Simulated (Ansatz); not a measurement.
Several settings on one geometry of the cluster Bi₃ (that of the charge 0 doublet, PBE0-D4/def2-SVP). Ansatz on 4 threads of Arm Neoverse V1 on a shared host; times are rough.

```xyz
3

Bi   -1.096    1.323    0.058
Bi    0.297   -1.050    1.330
Bi    0.799   -0.273   -1.388
```

Totals from different functionals, basis sets or treatments of relativity can't be compared as stabilities.

In the def2 sets Bi takes a core potential; there is no spin–orbit coupling.

The spins typed aren't always the lowest for that charge.

Question: Give the basis size and estimate the energy, ⟨S²⟩, dipole and time of these runs.

```json
{"run": "1", "method": "RKS BLYP/def2-mTZVP", "charge": "1", "state": "singlet", "further keys": "scf: {omitted_lower_state_checks: [starts]}"}
{"run": "2", "method": "UKS revPBE0-D3(BJ)-ATM/def2-TZVPP", "charge": "0", "state": "doublet", "further keys": "scf: {omitted_lower_state_checks: [starts]}; forces asked"}
{"run": "3", "method": "UKS RPBE/def2-TZVP", "charge": "0", "state": "doublet", "further keys": "scf: {omitted_lower_state_checks: [starts]}; forces asked"}
{"run": "4", "method": "ROKS r2SCANh-D4/def2-TZVP", "charge": "0", "state": "doublet", "further keys": "scf: {omitted_lower_state_checks: [starts]}; forces asked"}
```

Answer: 
```tsv
run	functions	energy (Eh)	⟨S²⟩	dipole (D)	wall time
1	108	-643.6911	–	–	0.9 s
2	150	-644.1306	0.98	0.49	4.2 s
3	150	-644.2767	0.82	0.50	3 s
4	150	-644.2322	–	0.58	19 s
```

At UKS revPBE0-D3(BJ)-ATM/def2-TZVPP the charge 0 doublet is spin-contaminated (final ⟨S²⟩ up to 0.98, 0.75 for a pure state).
